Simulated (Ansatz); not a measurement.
Coupled-cluster diagnostics for CrCl₃, Ansatz.

Geometry of the quartet (B3LYP-D4/def2-SVP):

Cartesian coordinates in Å:
```
Cr -0.0575 -0.0244 -0.0181
Cl 0.9528 -1.8681 -0.4223
Cl -0.1320 1.5001 -1.5194
Cl -0.7633 0.3924 1.9597
```

Correlated methods freeze 20 core orbitals; core or outer-core shells of Cr are correlated, in sets that lack core-valence functions.

Geometry of the charge 0 doublet (B3LYP-D4/def2-SVP):

Cartesian coordinates in Å:
```
Cr 0.005 -0.003 -0.008
Cl -1.509 0.798 -1.270
Cl -0.099 -2.032 0.624
Cl 1.603 1.237 0.654
```

Task: Estimate the CCSD(T) correlation energy, the shares of MP2 and (T), T1 and the reference's ⟨S²⟩ for: charge 0, quartet, own geometry in def2-TZVP; charge 0, doublet, own geometry in def2-TZVP; charge 1, triplet, vertical in def2-TZVP; and the rough time on 2 threads of AMD EPYC 7R43 on a shared host.

Result: 
```csv
state,basis,correlation (eV),MP2 share (%),(T) share (%),T1,⟨S²⟩ (pure),wall time,remarks
"charge 0, quartet, own geometry",def2-TZVP,-28.363,89.5,5.0,0.049,3.80 (3.75),3.7 min,–
"charge 0, doublet, own geometry",def2-TZVP,-28.907,88.4,5.6,0.041,1.76 (0.75),6 min,"flagged by the program, spin-contaminated"
"charge 1, triplet, vertical",def2-TZVP,-27.431,85.8,5.1,0.080,3.80 (2.00),4.9 min,"large T1, spin-contaminated"
```
Customary marks for T1 are 0.02 (closed shells), 0.045 (open shells) and about 0.05 (3d metals). T1 exceeds 0.02 in 3 of 3 rows and 0.045 in 2; the higher it lies, the less the single-reference result can be trusted.
